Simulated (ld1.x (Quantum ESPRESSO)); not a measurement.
# LDA (PZ) TM dataset for N, non-relativistic all-electron reference.

nitrogen, norm-conserving Troullier–Martins (Kleinman–Bylander form), made with ld1.x (Quantum ESPRESSO) 7.5 (LDA (PZ), non-relativistic). Core [He], reference 2s2 2p3. Waves: 2p (bound): rc 1.70 bohr; 2s (bound): rc 0.82 bohr. Local part: the s channel. Core correction: a·sin(br)/r model core inside 0.80 bohr.

- Cutoffs needed: 55 Ry and 140 Ry (the cutoffs (Ry, on a coarse ladder) from which the occupation-weighted sum of valence levels, in a spherical-Bessel basis at the reference potential, stays within 10 and 1 mRy of its value at 400 Ry)
- Ghost test: no extra level below or beside the all-electron valence levels (p, s, d, f tested) (spherical-Bessel basis up to 400 Ry, 20 bohr box)
- Largest excitation error: +952 meV (all-electron minus pseudo) for 2s2 2p0, out of 7 test configurations
